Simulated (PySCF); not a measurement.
# Electron correlation in O (oxygen, neutral)

[He] 2s2 2p4, high-spin 3P determinant. Computed with PySCF 2.14 in aug-cc-pVDZ-DK (4s3p2d, 23 functions), with the spin-free X2C one-electron Hamiltonian (Gaussian nucleus). Frozen: 1s2; 6 electrons correlated.

MP2 pair energies summed by pair of shells (mhartree):

| pair | energy | share (%) |
| --- | --- | --- |
| 2p-2p | -53.98 | 48.9 |
| 2s-2p | -48.33 | 43.8 |
| 2s-2s | -8.12 | 7.3 |

Total MP2 correlation energy: -110.43 mhartree.

Same-spin part -28.03 and opposite-spin part -82.40 mhartree; SCS-MP2 scales them by 1/3 and 6/5 to -108.22 mhartree.

```csv
level,correlation energy (mhartree)
CCSD,-127.30
(T),-1.81
CCSD(T),-129.11
```

Diagnostics: T1 = 0.0097, D1 = 0.0175, largest double amplitude 0.043.

Cost of the coupled-cluster step: 0.32 s of wall time on 1 thread of Neoverse-N1 (shared host), for 6 correlated electrons.
